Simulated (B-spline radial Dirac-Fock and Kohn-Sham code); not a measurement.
The computed values come from a radial finite-basis atomic code: relaxed Dirac-Fock hole states (ΔSCF) with Breit and QED corrections and a finite nucleus. Electron correlation is not included.

Q: An atom or ion in its tabulated ground configuration has these computed binding energies (the last is its least bound level). Which is it?

```
level  binding energy (eV)
   L2              15336.1
   M2               3695.1
   M5               2620.3
   N4                572.6
   N5                550.1
   O2                233.8
 O4,5                140.0
```

A: Pb⁸⁺: Z = 82 with 74 electrons, [Xe] 4f14 5d6.

Q: Identify the element and charge state from the binding energies below (tabulated ground configuration; the least bound level is included).

| level | binding energy (eV) |
| --- | --- |
| L2 | 12754.0 |
| L3 | 11932.5 |
| M1 | 5411.6 |

A: Dy⁵⁵⁺: Z = 66 with 11 electrons, [Ne] 3s1.

Q: An atom or ion in its tabulated ground configuration has these computed binding energies (the last is its least bound level). Which is it?

| level | binding energy (eV) |
| --- | --- |
| 2p1/2 | 14903.2 |
| 3p3/2 | 3911.9 |
| 3d5/2 | 3371.8 |
| 4s | 1825.6 |
| 4p1/2 | 1703.5 |
| 4d3/2 | 1387.6 |
| 4f | 1132.4 |

A: Au³¹⁺: Z = 79 with 48 electrons, [Kr] 4d10 4f2.

Q: An atom or ion in its tabulated ground configuration has these computed binding energies (the last is its least bound level). Which is it?

```csv
level,binding energy (eV)
K,60499.1
L1,14658.3
"L2,3",13910.8
```

A: Dy⁶¹⁺: Z = 66 with 5 electrons, [He] 2s2 2p1. The hydrogen-like estimate √(E/Ry) = 66.7 for the K level lies 0.7 above Z (screening lowers it, relativity raises it); the outermost level, at 13910.8 eV, fixes the charge.

Q: Identify the element and charge state from the binding energies below (tabulated ground configuration; the least bound level is included).

```
level  binding energy (eV)
    K              27186.1
   L1               5418.7
   L2               5145.1
   M1               2026.9
 M2,3               1902.2
```

A: Ag³¹⁺: Z = 47 with 16 electrons, [Ne] 3s2 3p4. The hydrogen-like estimate √(E/Ry) = 44.7 for the K level lies 2.3 below Z (screening lowers it, relativity raises it); the outermost level, at 1902.2 eV, fixes the charge.
